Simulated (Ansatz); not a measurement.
Cartesian coordinates (Å):
```xyz
6

Ta    -0.0001     0.0000     0.0001
F     -1.1486     0.6562     1.3209
F     -0.7015    -0.7118    -1.5796
F      0.0603     1.7192    -0.8013
F      1.8504     0.0554     0.2583
F     -0.0606    -1.7190     0.8017
```
Charge 0, multiplicity 1.

Level of theory: frozen-core CCSD(T)/def2-TZVPP // PBE-D3(BJ)/def2-SVP run with Ansatz (a program for electronic structure).

```json
{
  "HF energy": "-554.16526 Ha",
  "MP2 correlation energy": "-1.65443 Ha"
}
```

Q: Estimate the CCSD correlation energy, the (T) correction, the total energy and the T1 diagnostic.

A: 
The CCSD correlation energy comes out as -1.62923 Ha, the (T) correction is -0.05972 Ha and the CCSD(T) total energy is -555.85420 Ha. The T1 diagnostic comes out as 0.019.
